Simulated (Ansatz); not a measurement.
`[CH3][Ge]([F])([F])[F]` + NH₃ → `[CH3][Ge]([NH2])([F])[F]` + H–F at 298.15 K and 1 bar (ligand exchange at a Ge–F bond).

Calculated with Ansatz (gas phase, PBE0-D4/def2-TZVP geometries, no zero-point term in ΔE). CCSD(T)/CBS adds triple-zeta CCSD(T) − MP2 to the extrapolated MP2 energy (def2 sets, frozen cores). This one scheme is used for every species. For Ge outer-core shells are correlated without core-valence functions, which leaves a few kJ/mol of doubt a bond. Scalar relativity is left out up to krypton. Each species was taken in one conformer, which may not be the lowest.

```json
{"species": "`[CH3][Ge]([F])([F])[F]`", "CCSD(T)/CBS energy (Eh)": "-2415.48494", "H − E (kJ/mol)": "136.1", "S (J/(mol·K))": "337.5"}
{"species": "NH₃", "CCSD(T)/CBS energy (Eh)": "-56.50880", "H − E (kJ/mol)": "100.5", "S (J/(mol·K))": "192.4"}
{"species": "`[CH3][Ge]([NH2])([F])[F]`", "CCSD(T)/CBS energy (Eh)": "-2371.58148", "H − E (kJ/mol)": "199.9", "S (J/(mol·K))": "362.2"}
{"species": "H–F", "CCSD(T)/CBS energy (Eh)": "-100.39570", "H − E (kJ/mol)": "33.5", "S (J/(mol·K))": "173.6"}
```

H − E and S are ideal-gas, rigid-rotor, harmonic terms from PBE0-D4/def2-TZVP, for one conformer and one mirror image of each species. 1 Eh = 2625.50 kJ/mol, R = 8.31446 J/(mol·K).

Problem. By hand: ΔE, ΔH, ΔS and ΔG.

Solution. ΔE = (-2371.58148) + (-100.39570) − (-2415.48494) − (-56.50880) = 0.01656 Eh = 43.5 kJ/mol. Δ(H − E) = 199.9 + 33.5 − 136.1 − 100.5 = -3.2, so ΔH = 40.3 kJ/mol. ΔS = 362.2 + 173.6 − 337.5 − 192.4 = 5.9 J/(mol·K). ΔG = 40.3 − 298.15 × (5.9)/1000 = 38.5 kJ/mol.

Problem. By hand: the equilibrium constant, and the temperature at which ΔG would vanish if ΔH and ΔS stayed fixed.

Solution. log₁₀ K = −ΔG/(RT ln 10) = -6.7. ΔG = 0 at ΔH/ΔS = 6831 K, far beyond where these terms or the molecules hold.

The number of gas molecules stays the same, so ΔS is small and ΔH decides. A doubt of 5 kJ/mol in ΔE shifts log₁₀ K by 0.9 here. Other conformers and mirror images would add mixing entropy, several J/(mol·K) or more a flexible species. These are equilibria of isolated gas molecules and say nothing of rates. Largest T1 diagnostic: 0.012 (customary marks: 0.02 for closed shells, 0.045 for open ones).
